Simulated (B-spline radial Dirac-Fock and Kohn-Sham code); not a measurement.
Core-level shifts of platinum with charge state

These are calculated numbers from a radial finite-basis atomic code; the model is multi-electron Dirac-Fock with separately optimised hole states, Breit and Lamb-shift corrections added in first order. Each ion is free and in its tabulated ground configuration. No correlation.

Reference: Pt⁵⁹⁺, [Ar] 3d1, with 1s 82853.9 eV, 2s 18211.3 eV, 2p1/2 17635.9 eV, 3s 7062.9 eV. Shifts from it, in eV (a dash: the subshell is empty, belongs to an open shell averaged over j, or its hole state is left out as unreliable):

```
  ion  configuration       1s       2s    2p1/2      3s
Pt⁶⁰⁺   [Ne] 3s2 3p6   +197.6   +188.1   +191.4  +138.6
Pt⁶¹⁺   [Ne] 3s2 3p5   +408.0   +365.1   +372.9  +262.5
Pt⁶²⁺   [Ne] 3s2 3p4   +620.5   +543.6   +556.1  +387.3
Pt⁶³⁺   [Ne] 3s2 3p3   +835.0   +723.5        –  +512.9
Pt⁶⁴⁺   [Ne] 3s2 3p2        ?        ?        ?       ?
Pt⁶⁵⁺   [Ne] 3s2 3p1  +1270.3  +1087.5  +1113.9  +766.5
Pt⁶⁶⁺       [Ne] 3s2  +1491.1  +1271.7  +1303.1  +894.6
```

Problem. Give the missing shifts for Pt⁶⁴⁺.

Solution. 1s +1051.6, 2s +904.8, 2p1/2 +926.2, 3s +639.3 (eV).
